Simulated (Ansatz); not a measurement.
Program: Ansatz. Geometries: PBE0-D4/def2-TZVP. ΔE: electronic, gas phase. CCSD(T)/CBS adds triple-zeta CCSD(T) − MP2 to the extrapolated MP2 energy (def2 sets, frozen cores). This one scheme is used for every species. Functionals use def2-TZVPP. Each species was taken in one conformer, which may not be the lowest.

`C=[C](Cl)[AlH][SiH3]` + `CCl` → `[SiH3][AlH][Cl]` + `C=C(C)Cl`  (formal exchange of groups at the Al–C bond)

```csv
level,ΔE (kcal/mol),difference from CCSD(T)/CBS
PBE-D4,-45.5,1.8
r2SCAN-D4,-48.2,-0.9
ωB97X-V,-47.4,-0.1
B2PLYP,-47.5,-0.2
PBE,-45.9,1.4
PBE0,-47.5,-0.2
HF/def2-TZVPP,-49.6,-2.3
SCS-MP2/def2-TZVPP,-47.8,-0.5
CCSD/def2-TZVPP,-47.8,-0.5
CCSD(T)/def2-TZVPP,-47.1,0.2
HF/def2-QZVPP,-49.5,-2.2
MP2/def2-QZVPP,-48.7,-1.4
SCS-MP2/def2-QZVPP,-47.9,-0.6
HF/CBS(def2),-49.4,-2.1
MP2/CBS(def2),-48.8,-1.5
CCSD/CBS(def2),-48.0,-0.7
CCSD(T)/CBS,-47.3,0
```

Largest T1 diagnostic among the species: 0.012.

From PBE to PBE0 (25 % exact exchange), in def2-TZVPP and without D4, ΔE moves by −1.6 kcal/mol. In def2-TZVPP, CCSD(T) changes the Hartree–Fock value by +2.4 kcal/mol (the triples alone add +0.7 kcal/mol) and MP2 by +0.9 kcal/mol.
